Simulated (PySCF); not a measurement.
C2H10O3Si2, SMILES O[Si](O)(O)CC[SiH3], GFN2-xTB optimised geometry. Atoms within 1.6 Å of the plane z = 0.0 Å (x, y, z in Å): Si1 (-1.88, 1.28, 0.08), C2 (-1.09, -0.44, 0.16), C3 (0.44, -0.40, 0.00), Si4 (1.23, -2.12, 0.00), O5 (0.61, -2.84, -1.33), O6 (0.96, -2.99, 1.35), O7 (2.86, -2.12, 0.00), H8 (-1.57, 1.91, -1.21), H9 (-3.33, 1.17, 0.24), H10 (-1.34, 2.12, 1.15), H11 (-1.34, -0.92, 1.11), H12 (-1.50, -1.08, -0.62), H13 (0.68, 0.12, -0.93), H14 (0.86, 0.20, 0.80), H15 (0.84, -3.74, -1.54), H17 (3.33, -1.66, -0.69).

Computed with CAM-B3LYP/def2-SVP in PySCF 2.14.0. Cells within 0.4 Å of a nucleus heavier than hydrogen are left out (blank, or x).

Map of the electrostatic potential (hartree/e), clipped to [-0.08, 0.12] on the plane z = 0.0 Å:

```
|3333333333333333333333333333333|
|3333333333333333333333333333333|
|3333333333333333333333333333333|
|3333333333333333333333333333333|
|3333333333333333333333333333333|
|3333333344333333333333333333333|
|3333334444443333333333333333333|
|3333334566654433333333333333333|
|3333334699997544333333333333333|
|3333345999999854433333333333333|
|3333469999999975443333333333333|
|333369999xx99995443333333333333|
|333379999xx99996544433333333333|
|3333599999999987765444444444333|
|3333356999999999999544444444433|
|3333334589999999999854444444433|
|333333445899xx99xx9954444444443|
|333333344799x999x99986444444443|
|3333333446999999999999666654433|
|3333333345799989999999999854433|
|333333334445568999xx999x9953333|
|333333334444458999xx99xx9933333|
|3333333344444569999999999412233|
|3333333344444458999999872011223|
|3333333344444445799996200012223|
|3333333344444444467764210112223|
|3333333344444444444443211122223|
|3333333344444444444333222222233|
|3333333344444444444333322222333|
|3333333334444444443333333333333|
|3333333333444444443333333333333|
```
Scale: ten equal steps from -0.069 (start of '0') to 0.120 (end of '9'), in the order '0123456789'; x runs from -5.50 to 5.50, y from -5.50 (bottom) to 5.50 (top).
